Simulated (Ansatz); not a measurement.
`[F][Cd][Br]` + H–F → `[F][Cd][F]` + HBr at 298.15 K and 1 bar (ligand exchange at a Cd–Br bond).

Calculated with Ansatz (gas phase, PBE0-D4/def2-TZVP geometries, no zero-point term in ΔE). CCSD(T)/CBS is the MP2 limit (def2-TZVPP, def2-QZVPP) plus CCSD(T) − MP2 in def2-TZVPP, frozen cores. This one scheme is used for every species. Elements past krypton have def2 core potentials. For Br, Cd outer-core shells are correlated without core-valence functions, which leaves a few kJ/mol of doubt a bond. Scalar relativity is left out up to krypton.

| species | CCSD(T)/CBS energy (Eh) | H − E (kJ/mol) | S (J/(mol·K)) |
| --- | --- | --- | --- |
| `[F][Cd][Br]` | -2840.89161 | 20.5 | 292.3 |
| H–F | -100.39570 | 33.5 | 173.6 |
| `[F][Cd][F]` | -367.32284 | 21.8 | 263.5 |
| HBr | -2573.91920 | 24.6 | 198.6 |

H − E and S are ideal-gas, rigid-rotor, harmonic terms from PBE0-D4/def2-TZVP. 1 Eh = 2625.50 kJ/mol, R = 8.31446 J/(mol·K).

By hand: ΔE, ΔH, ΔS and ΔG.

ΔE = (-367.32284) + (-2573.91920) − (-2840.89161) − (-100.39570) = 0.04527 Eh = 118.9 kJ/mol. Δ(H − E) = 21.8 + 24.6 − 20.5 − 33.5 = -7.6, so ΔH = 111.3 kJ/mol. ΔS = 263.5 + 198.6 − 292.3 − 173.6 = -3.8 J/(mol·K). ΔG = 111.3 − 298.15 × (-3.8)/1000 = 112.4 kJ/mol.

By hand: the equilibrium constant, and the temperature at which ΔG would vanish if ΔH and ΔS stayed fixed.

log₁₀ K = −ΔG/(RT ln 10) = -19.7. ΔH and −TΔS have one sign here, so there is no such temperature.

The number of gas molecules stays the same, so ΔS is small and ΔH decides. A doubt of 5 kJ/mol in ΔE shifts log₁₀ K by 0.9 here. These are equilibria of isolated gas molecules and say nothing of rates. Largest T1 diagnostic: 0.018 (customary marks: 0.02 for closed shells, 0.045 for open ones).

ΔS is within the doubt of such terms, so its sign, and with it that verdict, could turn.
